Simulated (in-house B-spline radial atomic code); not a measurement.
## Ionising Gd⁺ with different functionals

Computed with a B-spline radial code for spherical atoms: scalar-relativistic (spin-free X2C) Hamiltonian, Fermi nucleus of rms radius 5.1569 fm, spin-polarised at highest spin, spherical fractional occupations for the functionals, the average over the highest-spin determinants for Hartree-Fock. The ionisation energy is the difference of two self-consistent energies, [Xe] 4f7 5d1 6s1 → [Xe] 4f7 5d1, without Breit or QED terms; ε is the level of the shell that loses the electron (its least bound occupied spin orbital). There is no spin-orbit coupling in this Hamiltonian.

Hybrids are left out here: with spherical fractional occupations of an open shell their exact exchange keeps a self-interaction that integer-occupation calculations don't have.

```csv
method,rung,ΔSCF (eV),-ε(6s) (eV)
Hartree-Fock,Hartree-Fock,11.35,11.46
LDA VWN5,LDA,12.77,9.99
LDA PW92,LDA,12.77,9.99
LDA exchange-only,LDA,12.17,9.42
PBE,GGA,12.54,9.79
PBEsol,GGA,12.53,9.84
BLYP,GGA,12.51,9.66
RPBE,GGA,12.41,9.71
PW91,GGA,12.59,9.85
BP86,GGA,?,?
AM05,GGA,12.51,9.82
OLYP,GGA,12.15,9.48
TPSS,meta-GGA,?,?
SCAN,meta-GGA,12.77,10.14
r2SCAN,meta-GGA,12.41,9.99
revTPSS,meta-GGA,12.23,9.69
```

Q: What does TPSS give?

A: ΔSCF 12.25 eV, and -ε(6s) = 9.68 eV.

Q: What does BP86 give?

A: ΔSCF 12.67 eV, and -ε(6s) = 9.96 eV.

Q: How do they compare with the NIST value?

A: NIST lists 12.08 eV ± 0.02 (semi-empirical, ground level to ground level). Errors run from -0.73 to +0.70 eV; OLYP is closest (+0.07 eV), though others lie within the uncertainty of it, and part of that can be cancellation, since the calculations leave out spin-orbit coupling, Breit-QED terms, multiplet and fine-structure energies. Hartree-Fock also lacks correlation.
